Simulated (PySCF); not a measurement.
**Multinuclear NMR of C7H7OP3**

Structure with atom numbers: `[CH2:1]=[CH:2][c:3]1[p:4][cH:5][p:6][c:7]([C:8]([CH3:9])=[O:10])[p:11]1`. Hydrogens are named by the atom that carries them. Ha(C1) is cis to C3; Hb(C1) is trans to C3.

PySCF 2.14.0 with density-fitted response routines calculation with coordinates at the GFN2-xTB level and shieldings: GIAO PBE0/pcSseg-1; no relativistic terms, no solvent model, one computed conformer, one averaged value for each set of equivalent atoms.

**Question.** What are the 31P shifts?

**Answer.** 
```tsv
atoms	environment	σ (ppm)	δ (ppm)
P11	phosphorus bonded to 2 C, in a 6-membered ring	10.5	261.4
P6	phosphorus bonded to 2 C, in a 6-membered ring	34.7	241.4
P4	phosphorus bonded to 2 C, in a 6-membered ring	41.2	235.9
```

Shieldings were converted by a linear fit to measured shifts: 31P: δ = 270.09 − 0.828σ (rms 18.1 ppm, 64 shifts vs H3PO4, solution or neat liquid). A few per cent of atoms miss by over 2 rms, more outside the fitted compound classes.

On a 500 MHz spectrometer 31P resonates near 202.4 MHz, so 1 ppm is 202.4 Hz.

**Question.** Predict the 17O NMR data.

**Answer.** 
```csv
atoms,environment,σ (ppm),δ (ppm)
O10,ketone oxygen,-303.2,542.9
```

Shieldings were converted by a linear fit to measured shifts: 17O (scatter 10.7 ppm rms, 12.2 ppm with the 3 outliers that the fit left out vs liquid water, solution or neat liquid). Occasional misses reach two or three times the rms, and more in compound classes unlike the fitted ones.

On a 400 MHz spectrometer 17O resonates near 54.2 MHz, so 1 ppm is 54.2 Hz.
